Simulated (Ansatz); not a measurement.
Abridged output of a molecular run in Ansatz:

```
Functional definition: HF
  name "HF"
  cite "Fock, Z. Phys. 61, 126 (1930) doi:10.1007/BF01340294"
  parent pbe
  exchange = exact_x
  correlation = 0
684 factors; integrals over basis functions are off by at most 9.0e-4 eV
mean field evaluation 1: about -11370.6099 eV, gradient 2.9e1 eV
mean field evaluation 2: about -11370.6812 eV, gradient 2.9e1 eV
mean field evaluation 4: about -11372.9001 eV, gradient 3.7e0 eV
mean field evaluation 8: about -11372.9600 eV, gradient 4.0e-4 eV
mean field -11372.95995937 eV, -417.9485696378 hartree, gradient 8.5e-7 eV, S^2 0.000000; 0 other end points of the search recorded, 0 dependent functions left out
8 core orbitals not correlated: weight in the atoms' cores, before any rotation towards them, 1.000 or more for the frozen orbitals, at most 0.000 for the correlated occupied ones
reference -11372.95995937 eV, -417.9485696378 hartree; 10, 10 occupied and 52, 52 virtual orbitals, 684 factors
second order -13.32467528 eV of doubles, -0.00000000 eV of singles
cycle   1  -13.45384384 eV  change   -1.3e-1 eV  update   9.9e-2
cycle   2  -13.86508706 eV  change   -4.1e-1 eV  update   3.1e-2
cycle   3  -13.97315197 eV  change   -1.1e-1 eV  update   1.6e-2
cycle   4  -13.97590845 eV  change   -2.8e-3 eV  update   4.3e-3
cycle   5  -13.97694558 eV  change   -1.0e-3 eV  update   1.7e-3
cycle   6  -13.97757608 eV  change   -6.3e-4 eV  update   4.2e-4
cycle   7  -13.97766551 eV  change   -8.9e-5 eV  update   1.5e-4
cycle   8  -13.97767699 eV  change   -1.1e-5 eV  update   5.4e-5
cycle   9  -13.97769799 eV  change   -2.1e-5 eV  update   2.1e-5
cycle  10  -13.97770773 eV  change   -9.7e-6 eV  update   7.7e-6
perturbative correction -0.45931311 eV, -0.0168794456 hartree
Total energy: -11387.39698022 eV, -418.4791203681 hartree
```

Its atoms:

```xyz
6

F     1.491   -2.347    1.286
C     0.873   -1.377    0.755
C     0.283   -0.451    0.249
Al   -0.636    1.002   -0.549
H    -0.311    2.469   -0.063
H    -1.701    0.703   -1.678
```

(1) Which basis set was used?
A. cc-pV(T+d)Z
B. def2-QZVPP
C. def2-SVP
D. cc-pV(Q+d)Z

(2) Write the keys of the input that set method, charge and spin (a neutral closed shell needs none for the last two).

Answers

(1) C. It gives 70 functions.

(2) 
```yaml
correlation: {method: ccsd_t}
```
